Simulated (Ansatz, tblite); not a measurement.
Removing and adding an electron: HfSi5. The state is a singlet with charge 0. Geometry: PBE0-D4/def2-SVP. Ansatz, gas phase; energy differences of separate SCF runs; the oxidised species was run as a doublet alone; the reduced species was run as a doublet alone.

```xyz
6

Hf    0.786    1.781    0.366
Si    0.282   -0.249   -1.243
Si    2.138   -0.381    0.308
Si   -1.529    0.955   -0.129
Si   -1.557   -1.539   -0.464
Si   -0.121   -0.567    1.162
```

In the def2 sets Hf takes a core potential; there is no spin–orbit coupling. The xTB rows come from tblite. The structure comes from a short search, and lower isomers may exist.

```csv
level,−HOMO (eV),vertical IE (eV),−LUMO (eV),vertical EA (eV),HOMO–LUMO gap (eV),IE − EA (eV)
PBE-D4/def2-TZVP,4.55,6.74,3.51,–,1.04,–
r2SCAN-D4/def2-TZVPD,4.68,–,3.37,1.89,1.31,–
PBE0-D4/def2-TZVP,5.33,6.79,2.92,–,2.42,–
PBE0-D4/def2-TZVPD,5.34,–,2.93,1.92,2.41,–
```

(1) Estimate the rows for GFN2-xTB, PBE-D4/def2-TZVPD, r2SCAN-D4/def2-TZVP.

Results:

(1) 
```json
{"level": "GFN2-xTB", "−HOMO (eV)": "6.29", "vertical IE (eV)": "8.63", "−LUMO (eV)": "6.09", "vertical EA (eV)": "3.81", "HOMO–LUMO gap (eV)": "0.20", "IE − EA (eV)": "4.82", "remarks": "–"}
{"level": "PBE-D4/def2-TZVPD", "−HOMO (eV)": "4.56", "vertical IE (eV)": "–", "−LUMO (eV)": "3.52", "vertical EA (eV)": "1.79", "HOMO–LUMO gap (eV)": "1.04", "IE − EA (eV)": "–", "remarks": "HOMO above zero (-1 doublet)"}
{"level": "r2SCAN-D4/def2-TZVP", "−HOMO (eV)": "4.67", "vertical IE (eV)": "6.72", "−LUMO (eV)": "3.36", "vertical EA (eV)": "–", "HOMO–LUMO gap (eV)": "1.31", "IE − EA (eV)": "–", "remarks": "–"}
```

   A HOMO above zero means that the electron is unbound at that level or that self-interaction error raises the level; the energy of removing that electron tells which. Raw xTB energy differences between charge states are shifted by several eV; the methods need an empirical correction for them.
